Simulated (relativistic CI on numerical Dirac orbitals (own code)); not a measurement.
Energy levels of Bi XXXVI

Method of calculation: Dirac-Coulomb-Breit CI, KLI orbitals optimised for each configuration, a model potential for QED, unscaled Slater integrals (own radial code, finite nucleus).

Configuration list (outside the closed core [Ar] 3d10): 4s²4p⁶4d¹⁰4f², 4s²4p⁶4d⁹4f³, 4s²4p⁶4d¹⁰4f5s, 4s²4p⁵4d¹⁰4f³, 4s²4p⁶4d¹⁰4f5p, 4s²4p⁶4d¹⁰5s², 4s²4p⁶4d¹⁰5s5p, 4s4p⁶4d¹⁰4f³, 4s²4p⁶4d¹⁰4f5d, 4s²4p⁶4d⁹4f²5s, 4s²4p⁶4d¹⁰5p², 4s²4p⁶4d¹⁰5s5d, 4s²4p⁶4d¹⁰4f5f, 4s²4p⁶4d¹⁰5p5d, 4s²4p⁶4d⁹4f²5p, 4s²4p⁶4d¹⁰4f5g, 4s²4p⁶4d¹⁰4f6s, 4s²4p⁶4d¹⁰5d², 4s²4p⁶4d¹⁰4f6p, 4s²4p⁵4d¹⁰4f²5s, 4s²4p⁶4d¹⁰4f6d, 4s²4p⁶4d¹⁰4f6g, 4s²4p⁶4d¹⁰4f7s, 4s4p⁶4d¹⁰4f5s², 4s4p⁶4d¹⁰4f5p². Double excitations out of closed p, d and f shells are left out; levels of such configurations are missing from the list, as are those of other unlisted configurations, and high levels can miss mixing partners.

The lowest level is 4s²4p⁶4d¹⁰4f² ³H4, with 84 % of that term; Hund's rules for 4s²4p⁶4d¹⁰4f² give ³H with J = 4, in agreement.

| No. | Configuration | Term | J | E (eV) | % | Next component (%) | Landé g |
| --- | --- | --- | --- | --- | --- | --- | --- |
| 1 | 4s²4p⁶4d¹⁰4f² | ³H | 4 | 0.000 | 84 | 15 ¹G | 0.831 |
| 2 | 4s²4p⁶4d¹⁰4f² | ³F | 2 | 3.434 | 79 | 19 ¹D | 0.740 |
| 3 | 4s²4p⁶4d¹⁰4f² | ³H | 5 | 7.266 | 100 |  | 1.029 |
| 4 | 4s²4p⁶4d¹⁰4f² | ¹G | 4 | 9.275 | 46 | 41 ³F | 1.071 |
| 5 | 4s²4p⁶4d¹⁰4f² | ³F | 3 | 9.438 | 100 |  | 1.079 |
| 6 | 4s²4p⁶4d¹⁰4f² | ³H | 6 | 12.416 | 77 | 23 ¹I | 1.125 |
| 7 | 4s²4p⁶4d¹⁰4f² | ³P | 0 | 13.038 | 86 | 14 ¹S |  |
| 8 | 4s²4p⁶4d¹⁰4f² | ³P | 2 | 14.684 | 42 | 41 ¹D | 1.151 |
| 9 | 4s²4p⁶4d¹⁰4f² | ³P | 1 | 17.303 | 100 |  | 1.497 |
| 10 | 4s²4p⁶4d¹⁰4f² | ³F | 4 | 17.381 | 58 | 40 ¹G | 1.135 |
| 11 | 4s²4p⁶4d¹⁰4f² | ¹I | 6 | 19.011 | 77 | 23 ³H | 1.033 |
| 12 | 4s²4p⁶4d¹⁰4f² | ³P | 2 | 23.360 | 56 | 40 ¹D | 1.263 |
| 13 | 4s²4p⁶4d¹⁰4f² | ¹S | 0 | 35.075 | 86 | 14 ³P |  |
| 14 | 4s²4p⁶4d⁹4f³ | ⁵H° | 3 | 241.011 | 45 | 31 ⁵G° | 0.714 |
| 15 | 4s²4p⁶4d⁹4f³ | ⁵H° | 4 | 241.113 | 38 | 17 ³G° | 0.930 |
| 16 | 4s²4p⁶4d⁹4f³ | ⁵G° | 2 | 241.890 | 85 | 14 ³F° | 0.383 |
| 17 | 4s²4p⁶4d⁹4f³ | ⁵I° | 5 | 243.491 | 28 | 22 ⁵H° | 0.966 |
| 18 | 4s²4p⁶4d⁹4f³ | ⁵F° | 2 | 245.303 | 24 | 24 ³D° | 1.180 |
| 19 | 4s²4p⁶4d⁹4f³ | ⁵K° | 6 | 245.929 | 29 | 18 ³I° | 0.950 |
| 20 | 4s²4p⁶4d⁹4f³ | ³L° | 7 | 246.069 | 35 | 29 ⁵L° | 0.939 |
| 21 | 4s²4p⁶4d⁹4f³ | ⁵D° | 1 | 246.317 | 39 | 18 ⁵F° | 1.135 |
| 22 | 4s²4p⁶4d⁹4f³ | ⁵H° | 5 | 247.525 | 32 | 25 ⁵G° | 1.076 |
| 23 | 4s²4p⁶4d⁹4f³ | ³F° | 4 | 248.073 | 25 | 18 ⁵D° | 1.171 |
| 24 | 4s²4p⁶4d⁹4f³ | ⁵F° | 3 | 248.616 | 35 | 24 ⁵D° | 1.197 |
| 25 | 4s²4p⁶4d⁹4f³ | ⁵D° | 0 | 249.072 | 80 | 19 ³P° |  |
| 26 | 4s²4p⁶4d⁹4f³ | ⁵G° | 4 | 249.123 | 42 | 26 ³H° | 0.997 |
| 27 | 4s²4p⁶4d⁹4f³ | ⁵H° | 6 | 249.210 | 46 | 24 ⁵I° | 1.125 |
| 28 | 4s²4p⁶4d⁹4f³ | ⁵G° | 3 | 249.343 | 46 | 22 ³G° | 0.933 |
| 29 | 4s²4p⁶4d⁹4f³ | ³H° | 4 | 249.960 | 24 | 20 ³G° | 1.071 |
| 30 | 4s²4p⁶4d⁹4f³ | ⁵L° | 8 | 250.392 | 54 | 23 ³L° | 1.054 |
| 31 | 4s²4p⁶4d⁹4f³ | ³F° | 3 | 250.768 | 22 | 22 ⁵D° | 1.171 |
| 32 | 4s²4p⁶4d⁹4f³ | ⁵K° | 7 | 251.193 | 37 | 30 ⁵I° | 1.087 |
| 33 | 4s²4p⁶4d⁹4f³ | ⁵D° | 2 | 251.692 | 35 | 19 ⁵S° | 1.509 |
| 34 | 4s²4p⁶4d⁹4f³ | ³I° | 5 | 252.044 | 29 | 22 ³G° | 1.037 |
| 35 | 4s²4p⁶4d⁹4f³ | ³F° | 3 | 252.328 | 31 | 21 ³D° | 1.028 |
| 36 | 4s²4p⁶4d⁹4f³ | ⁵G° | 6 | 252.479 | 46 | 31 ³H° | 1.205 |
| 37 | 4s²4p⁶4d⁹4f³ | ⁵G° | 5 | 252.495 | 35 | 18 ³H° | 1.170 |
| 38 | 4s²4p⁶4d⁹4f³ | ⁵L° | 9 | 252.981 | 54 | 16 ³M° | 1.103 |
| 39 | 4s²4p⁶4d⁹4f³ | ⁵F° | 4 | 252.996 | 25 | 18 ³H° | 1.108 |
| 40 | 4s²4p⁶4d⁹4f³ | ⁵S° | 2 | 253.188 | 28 | 25 ³F° | 1.304 |
| 41 | 4s²4p⁶4d⁹4f³ | ⁵H° | 7 | 253.517 | 43 | 24 ³I° | 1.167 |
| 42 | 4s²4p⁶4d⁹4f³ | ⁵H° | 5 | 253.562 | 29 | 27 ³H° | 1.101 |
| 43 | 4s²4p⁶4d⁹4f³ | ⁵D° | 4 | 254.039 | 38 | 15 ³H° | 1.215 |
| 44 | 4s²4p⁶4d⁹4f³ | ³D° | 1 | 254.515 | 34 | 27 ⁵D° | 0.892 |
| 45 | 4s²4p⁶4d⁹4f³ | ³M° | 10 | 254.544 | 41 | 40 ⁵L° | 1.118 |
| 46 | 4s²4p⁶4d⁹4f³ | ⁵G° | 3 | 254.599 | 33 | 16 ³G° | 0.986 |
| 47 | 4s²4p⁶4d⁹4f³ | ³K° | 6 | 254.798 | 34 | 16 ³I° | 0.981 |
| 48 | 4s²4p⁶4d⁹4f³ | ⁵K° | 8 | 255.457 | 31 | 26 ⁵I° | 1.130 |
| 49 | 4s²4p⁶4d⁹4f³ | ³I° | 7 | 255.592 | 32 | 23 ³L° | 1.067 |
| 50 | 4s²4p⁶4d⁹4f³ | ⁵D° | 1 | 255.634 | 35 | 25 ⁵P° | 1.644 |
| 51 | 4s²4p⁶4d⁹4f³ | ³H° | 5 | 255.644 | 24 | 19 ³I° | 0.999 |
| 52 | 4s²4p⁶4d⁹4f³ | ³H° | 6 | 255.841 | 26 | 23 ⁵G° | 1.136 |
| 53 | 4s²4p⁶4d⁹4f³ | ³F° | 2 | 255.911 | 47 | 23 ⁵G° | 0.750 |
| 54 | 4s²4p⁶4d⁹4f³ | ³H° | 4 | 256.105 | 22 | 22 ⁵D° | 1.049 |
| 55 | 4s²4p⁶4d⁹4f³ | ³D° | 2 | 256.276 | 21 | 18 ¹D° | 1.006 |
| 56 | 4s²4p⁶4d⁹4f³ | ⁵H° | 6 | 257.036 | 33 | 26 ³I° | 1.101 |
| 57 | 4s²4p⁶4d⁹4f³ | ⁵D° | 3 | 257.165 | 26 | 24 ³G° | 1.125 |
| 58 | 4s²4p⁶4d⁹4f³ | ³F° | 4 | 257.420 | 29 | 22 ⁵D° | 1.191 |
| 59 | 4s²4p⁶4d⁹4f³ | ³D° | 2 | 257.695 | 25 | 22 ⁵D° | 1.126 |
| 60 | 4s²4p⁶4d⁹4f³ | ³P° | 0 | 257.874 | 47 | 33 ⁵D° |  |
| 61 | 4s²4p⁶4d⁹4f³ | ⁵G° | 4 | 258.056 | 29 | 23 ³G° | 1.043 |
| 62 | 4s²4p⁶4d⁹4f³ | ³K° | 8 | 258.215 | 34 | 22 ³L° | 1.102 |
| 63 | 4s²4p⁶4d⁹4f³ | ³G° | 4 | 258.735 | 23 | 19 ³H° | 1.027 |
| 64 | 4s²4p⁶4d⁹4f³ | ³I° | 5 | 258.823 | 25 | 20 ⁵G° | 1.056 |
| 65 | 4s²4p⁶4d⁹4f³ | ³I° | 6 | 258.894 | 42 | 16 ³H° | 1.056 |
| 66 | 4s²4p⁶4d⁹4f³ | ³F° | 2 | 258.976 | 31 | 23 ⁵D° | 1.028 |
| 67 | 4s²4p⁶4d⁹4f³ | ³M° | 9 | 259.000 | 35 | 26 ⁵L° | 1.057 |
| 68 | 4s²4p⁶4d⁹4f³ | ³I° | 7 | 259.570 | 44 | 25 ³K° | 1.118 |
| 69 | 4s²4p⁶4d⁹4f³ | ³P° | 1 | 259.636 | 27 | 26 ³S° | 1.619 |
| 70 | 4s²4p⁶4d⁹4f³ | ⁵K° | 9 | 259.709 | 56 | 26 ³L° | 1.150 |

Energies count from the lowest computed level; ° marks odd parity.

The mean weight of the leading LS term, summed over parents, in these 70 levels is 43 %, and that of the leading jj configuration (from the same eigenvectors) 74 %, so jj coupling describes them better and the LS labels are nominal.

At this charge energies of transitions that change n are usually good to better than 1 %, and those within a shell (Δn = 0) to a few per cent. Terms inside the open d or f shell come out 10 to 20 % too wide with unscaled integrals.

LS names give the leading component of a level, which can be under half, so a name can repeat, a term be missing and a line seem to break the LS rules.
